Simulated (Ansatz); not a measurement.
A single point on `[SH][Al]1[CH2]NC[O]1`.

```yaml
crystal:
  periodic: [false, false, false]
  atoms:
    - {symbol: S, position_ang: [0.981818, 3.214448, 0.263862]}
    - {symbol: Al, position_ang: [0.360421, 1.132193, 0.179466]}
    - {symbol: C, position_ang: [0.762616, -0.613155, 0.988084]}
    - {symbol: N, position_ang: [0.105575, -1.467363, -0.027285]}
    - {symbol: C, position_ang: [-1.050669, -0.822689, -0.618151]}
    - {symbol: O, position_ang: [-0.853530, 0.560513, -0.887347]}
    - {symbol: H, position_ang: [0.092624, 3.558136, -0.686178]}
    - {symbol: H, position_ang: [0.295604, -0.772519, 1.966177]}
    - {symbol: H, position_ang: [1.808795, -0.899520, 1.094856]}
    - {symbol: H, position_ang: [0.770647, -1.680929, -0.760432]}
    - {symbol: H, position_ang: [-1.297048, -1.340158, -1.548885]}
    - {symbol: H, position_ang: [-1.899753, -0.924158, 0.069730]}
basis:
  gaussian: {orbitals: def2-QZVPP}
correlation: {method: mp2}
```

```sh
$ ansatz run in.yaml --threads 4 --pin off --events-out ev --progress --plain --max-ram 10444MiB
```

Output, abridged:

```
Functional definition: HF
  name "HF"
  cite "Fock, Z. Phys. 61, 126 (1930) doi:10.1007/BF01340294"
  parent pbe
  exchange = exact_x
  correlation = 0
3288 factors; integrals over basis functions are off by at most 8.4e-4 eV
mean field evaluation 1: about -23075.2001 eV, gradient 4.8e1 eV
mean field evaluation 2: about -23075.3721 eV, gradient 4.8e1 eV
mean field evaluation 4: about -23080.5200 eV, gradient 4.9e0 eV
mean field evaluation 8: about -23080.6132 eV, gradient 4.5e-1 eV
mean field evaluation 16: about -23080.6145 eV, gradient 2.5e-6 eV
mean field -23080.61449976 eV, -848.1969382638 hartree, gradient 2.5e-6 eV, S^2 0.000000; 0 other end points of the search recorded, 0 dependent functions left out
14 core orbitals not correlated: weight in the atoms' cores, before any rotation towards them, 1.000 or more for the frozen orbitals, at most 0.000 for the correlated occupied ones
reference -23080.61449976 eV, -848.1969382638 hartree; 17, 17 occupied and 517, 517 virtual orbitals, 3288 factors
second order -30.11638349 eV of doubles, -0.00000000 eV of singles
Total energy: -23110.73088326 eV, -849.3036949436 hartree
```

Run time 84 s (4 threads of a server CPU on a shared host); peak host memory 4.3 GiB.
